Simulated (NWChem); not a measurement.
# GeS, singlet; SMILES [S]=[Ge]

All runs: NWChem. Low-valent species are run as closed-shell singlets; no triplet was tried in these runs. The level has its own optimisation; frequencies are unscaled.

Task: Predict the results for Hartree-Fock/3-21G. Quantities: r Ge–S (Å); highest harmonic frequency (cm⁻¹); zero-point energy (kcal/mol); dipole (D).

Result: The r Ge–S (Å) comes out as 2.069 and the highest harmonic frequency (cm⁻¹) is 568. The zero-point energy (kcal/mol) comes out as 0.8 and the dipole (D) comes out as 3.95.
